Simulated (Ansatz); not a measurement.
Program: Ansatz. Geometries: PBE0-D4/def2-TZVP. ΔE: electronic, gas phase. CCSD(T)/CBS is the MP2 limit (def2-TZVPP, def2-QZVPP) plus CCSD(T) − MP2 in def2-TZVPP, frozen cores. This one scheme is used for every species. DFT in def2-TZVPP. For Br, Ga outer-core shells are correlated without core-valence functions, which leaves a few kJ/mol of doubt a bond. Scalar relativity is left out up to krypton. One conformer a species, not always the lowest.

`[OH][GaH][F]` + HBr → `[OH][GaH][Br]` + H–F  (ligand exchange at a Ga–F bond)

CCSD(T)/CBS gives -0.54 eV.

(1) Another level gave -0.38 eV. Which?
A. PBE0-D4/def2-TZVPP
B. CAM-B3LYP/def2-TZVPP
C. revPBE-D4/def2-TZVPP
D. ωB97X-V/def2-TZVPP

(2) What do rigid-rotor, harmonic-oscillator terms from PBE0-D4/def2-TZVP frequencies (298.15 K, 1 bar) make of the CCSD(T)/CBS value? (An estimate is asked.)

Largest T1 diagnostic among the species: 0.015.

Answers

(1) B. CAM-B3LYP -0.38, revPBE-D4 -0.49, PBE0-D4 -0.56, ωB97X-V -0.44 eV.

(2) Computed: ΔZPE = +0.07 eV, ΔH = -0.46 eV, ΔS = -2 J/(mol·K), ΔG = -0.45 eV.

From BLYP to BHLYP (50 % exact exchange), in def2-TZVPP and without D4, ΔE moves by −0.11 eV. The D4 term adds −0.05 eV with B3LYP and −0.03 eV with PBE0; it sums over pairs of atoms, weighted by their polarisabilities, and B3LYP, whose exchange is more repulsive, gets the larger term.

B3LYP here is the variant with VWN-RPA as its local correlation; programs differ in this.
